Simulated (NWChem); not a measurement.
KCl; SMILES [Cl][K]

```xyz
2

K      0.0000     0.0000    -1.2555
Cl     0.0000     0.0000     1.3988
```
Atoms are numbered in this order, from 1.

All runs: NWChem. Geometry optimised at PBE0/def2-SVP; all other runs use it. Pople sets run with spherical d functions. Vzz has the sign of the potential's second derivative.

| quantity | level | value |
|---|---|---|
| anisotropy (bohr³), static | PBE0/6-31+G* | 16.2 |
| vertical, lowest excitation, singlet (eV) | B3LYP/def2-SVPD, full TDDFT | [?] |
| orbital gap (eV) | B97-2/def2-SVP | [?] |
| absolute shielding σ Cl2 (ppm) | PBE/pcSseg-1, GIAO | [?] |
| vertical ionisation energy, ΔSCF (eV) | PBE/6-31+G* | 8.79 |
| absolute shielding σ K1 (ppm) | PBE0/x2c-SVPall-s, scalar ZORA without spin-orbit coupling, GIAO | 1270.3 |
| Vzz K1 (a.u.) | PBE0/def2-TZVP | [?] |
| dipole (D) | PBE0/def2-SVP | 9.60 |
| highest harmonic frequency (cm⁻¹) | PBE0/def2-SVP | 297 |

Q: Some entries are withheld; supply them.

A: 
- vertical, lowest excitation, singlet (eV), value: 3.52
- orbital gap (eV), value: 3.98
- absolute shielding σ Cl2 (ppm), value: 918.3
- Vzz K1 (a.u.), value: -0.292
